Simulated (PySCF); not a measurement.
CH₇NOSi₂. Atoms are numbered in the order given.

```xyz
12

C      1.2932    -0.8833    -0.1516
N      1.3218     0.5406     0.1917
Si    -0.1863     1.2942     0.6503
O     -1.2721     0.1746    -0.0034
Si    -0.5299    -1.1914    -0.6770
H      1.9760    -1.1133    -1.0009
H      1.5855    -1.5619     0.6877
H      2.2433     0.9398     0.3811
H     -0.3292     2.6636     0.0447
H     -0.4656     1.4060     2.1286
H     -0.7064    -1.2040    -2.1707
H     -1.1121    -2.4515    -0.1018
```

The structure is a stationary point at PBE-D3(BJ)/def2-SVP. The structure was generated by enumeration, and PubChem lists no compound with its InChIKey, so it may never have been made. Other conformers were not sampled.

Computed with PBE-D3(BJ)/def2-SVP (PySCF).

Frequencies are harmonic and unscaled.

Computed vibrational spectrum:
```csv
mode,ν (cm⁻¹),IR (km/mol),moving atoms (share of kinetic energy)
1,97,0.4,"H 38 %, N 23 %, C 21 %, O 10 %"
2,120,1.5,"O 36 %, H 30 %, Si 17 %, N 16 %"
3,282,79.6,"H 88 %, N 9 %"
4,394,7.5,"Si 52 %, O 24 %, H 14 %"
5,458,26.6,"Si 34 %, N 31 %, H 15 %, C 14 %"
6,530,25.6,"H 80 %, Si 13 %"
7,602,3.2,H 90 %
8,638,2.2,"H 44 %, C 39 %, Si 15 %"
9,673,61.0,"H 70 %, Si 18 %"
10,677,21.1,"H 61 %, O 17 %, Si 14 %, C 8 %"
11,688,7.3,"H 47 %, O 31 %, Si 21 %"
12,748,15.6,"N 40 %, H 31 %, Si 18 %"
13,799,101.6,"H 61 %, Si 22 %"
14,823,45.0,"H 66 %, C 18 %, Si 11 %"
15,923,381.5,"H 59 %, Si 22 %, O 17 %"
16,937,138.4,"O 54 %, H 31 %, Si 13 %"
17,950,163.7,"H 88 %, Si 9 %"
18,988,135.9,H 94 %
19,1079,40.4,"N 34 %, H 33 %, C 31 %"
20,1125,24.5,"H 74 %, C 17 %"
21,1165,16.4,"H 85 %, C 10 %"
22,1304,20.5,"H 66 %, N 20 %, C 13 %"
23,1424,6.7,H 92 %
24,2130,194.0,H 96 %
25,2159,177.9,H 97 %
26,2166,155.9,H 97 %
27,2174,102.9,H 97 %
28,2899,67.9,H 94 %
29,2970,23.5,"H 91 %, C 9 %"
30,3525,15.0,H 93 %
```
